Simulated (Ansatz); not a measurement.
`[CH3][In]([F])[I]` + H–F → `[F][In]([F])[I]` + CH₄ at 600 K and 1 bar (ligand exchange at the In–C bond).

Program: Ansatz. Geometries: PBE0-D4/def2-TZVP. ΔE: electronic, gas phase. CCSD(T)/CBS is the MP2 limit (def2-TZVPP, def2-QZVPP) plus CCSD(T) − MP2 in def2-TZVPP, frozen cores. This one scheme is used for every species. def2 core potentials past Kr. For I, In outer-core shells are correlated without core-valence functions, which leaves a few kJ/mol of doubt a bond.

```json
{"species": "`[CH3][In]([F])[I]`", "CCSD(T)/CBS energy (Eh)": "-626.99744", "H − E (kJ/mol)": "151.9", "S (J/(mol·K))": "458.3"}
{"species": "H–F", "CCSD(T)/CBS energy (Eh)": "-100.39570", "H − E (kJ/mol)": "42.3", "S (J/(mol·K))": "194.0"}
{"species": "`[F][In]([F])[I]`", "CCSD(T)/CBS energy (Eh)": "-686.94930", "H − E (kJ/mol)": "51.8", "S (J/(mol·K))": "402.1"}
{"species": "CH₄", "CCSD(T)/CBS energy (Eh)": "-40.46206", "H − E (kJ/mol)": "140.4", "S (J/(mol·K))": "215.7"}
```

H − E and S are ideal-gas, rigid-rotor, harmonic terms from PBE0-D4/def2-TZVP. 1 Eh = 2625.50 kJ/mol, R = 8.31446 J/(mol·K).

By hand: ΔE, ΔH, ΔS and ΔG.

ΔE = (-686.94930) + (-40.46206) − (-626.99744) − (-100.39570) = -0.01822 Eh = -47.8 kJ/mol. Δ(H − E) = 51.8 + 140.4 − 151.9 − 42.3 = -2.0, so ΔH = -49.8 kJ/mol. ΔS = 402.1 + 215.7 − 458.3 − 194.0 = -34.5 J/(mol·K). ΔG = -49.8 − 600 × (-34.5)/1000 = -29.1 kJ/mol.

By hand: the equilibrium constant, and the temperature at which ΔG would vanish if ΔH and ΔS stayed fixed.

log₁₀ K = −ΔG/(RT ln 10) = 2.5. ΔG = 0 at ΔH/ΔS = 1443 K.

TΔS isn't small against ΔH here. A doubt of 5 kJ/mol in ΔE shifts log₁₀ K by 0.4 here. Modes under 60 cm⁻¹, often nearly free rotors, make the harmonic entropy too high. These are equilibria of isolated gas molecules and say nothing of rates. Largest T1 diagnostic: 0.015 (customary marks: 0.02 for closed shells, 0.045 for open ones).
